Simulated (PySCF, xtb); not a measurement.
AgI, SMILES [I][Ag], multiplicity 1.

GFN2-xTB in xtb at its own geometry gives an orbital gap of 4.31 eV and a dipole moment of 8.36 D.

Geometry: B3LYP-D3(BJ)/def2-TZVP. The spin state was assumed, not searched. The def2 effective core potentials stand for the cores of Ag, I; spin–orbit coupling is left out.

Question: What does PySCF with M06-2X/def2-TZVPD give? (Estimate from the structure and the level; the computed values follow.)

Answer: gap 5.29 eV (levels -7.81 and -2.52 eV), dipole 5.74 D.
